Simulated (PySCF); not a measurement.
## SrH⁺: from constants to spectrum

RHF-CCSD(T) constants of SrH⁺, ¹Σ⁺ (singlet), closed shell (basis Sr def2-SVPD with ECP28, H def2-SVPD; scalar-relativistic core potentials; PySCF 2.14; masses 87.9056 and 1.0078 u):

* ωe: 1394.0 cm⁻¹
* ωexe: 19.9 cm⁻¹
* Be: 4.0231 cm⁻¹
* αe: 0.0879 cm⁻¹
* D (centrifugal): 0.000134 cm⁻¹
* De to Sr⁺ + H: 2.03 eV

Problem. Give the band origin of the fundamental and the first lines of its P and R branches.

Solution. ν0 = ωe − 2ωexe = 1354.2 cm⁻¹, B0 = 3.9792, B1 = 3.8913 cm⁻¹.

```json
{"J″": "0", "P(J″) − ν0": "", "R(J″) − ν0": "7.782"}
{"J″": "1", "P(J″) − ν0": "-7.958", "R(J″) − ν0": "15.385"}
{"J″": "2", "P(J″) − ν0": "-16.088", "R(J″) − ν0": "22.806"}
{"J″": "3", "P(J″) − ν0": "-24.388", "R(J″) − ν0": "30.041"}
{"J″": "4", "P(J″) − ν0": "-32.854", "R(J″) − ν0": "37.088"}
{"J″": "5", "P(J″) − ν0": "-41.483", "R(J″) − ν0": "43.942"}
{"J″": "6", "P(J″) − ν0": "-50.271", "R(J″) − ν0": "50.602"}
```

Problem. Near which J would the R branch turn back, without centrifugal distortion?

Solution. At J ≈ (B0 + B1)/(2(B0 − B1)) − 1 ≈ 44.

Correlated steps freeze no core orbitals. Correlated levels converge slowly with the basis: in double zeta they bind strong bonds too weakly, by up to about 1 eV, and carry superposition errors of some tenths. For an ion De counts to the pair picked by the measured ionisation energies or electron affinities, which need not be the lowest pair at this level. Where the molecule has an RHF reference, its open-shell atoms are computed with UHF.
